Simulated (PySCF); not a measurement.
Al(Cl)(Me)(OSiH3) (CH6AlClOSi), SMILES [CH3][Al]([Cl])[O][SiH3].

Geometry optimised at B3LYP-D3(BJ)/def2-SVP. The structure was generated by enumeration; whether it is a known compound was not checked. Other conformers were not sampled.

These are TDDFT-B3LYP/def2-SVPD (PySCF) values and carry that method's errors.

Vertical excitations. Gas-phase values at a fixed geometry. State labels are in the subgroup Cs.

```csv
state,symmetry,energy (eV),λ (nm),f,main pairs
S1,A',6.53,190,0.017,HOMO→LUMO 88 %
S2,A",6.67,186,0.001,HOMO−2→LUMO 91 %
S3,A",6.75,184,0.003,HOMO→LUMO+1 89 %
S4,A',6.77,183,0.130,HOMO−1→LUMO 88 %
S5,A",6.85,181,0.001,HOMO−1→LUMO+1 94 %
S6,A",7.20,172,0.039,HOMO−3→LUMO 94 %
S7,A',7.23,172,0.109,HOMO−2→LUMO+1 93 %
S8,A',7.32,169,0.036,HOMO−4→LUMO 87 %
S9,A",7.56,164,0.005,HOMO−4→LUMO+1 95 %
S10,A',7.68,162,0.051,HOMO−3→LUMO+1 89 %
T1,A',6.19,200,0,"HOMO→LUMO 74 %, HOMO−1→LUMO 18 %"
T2,A',6.40,194,0,"HOMO−1→LUMO 74 %, HOMO→LUMO 19 %"
T3,A",6.42,193,0,"HOMO→LUMO+1 50 %, HOMO−1→LUMO+1 37 %"
T4,A",6.49,191,0,HOMO−2→LUMO 87 %
```
Triplets are in the Tamm–Dancoff approximation, which puts them higher than full response would, so one can lie above its singlet here.
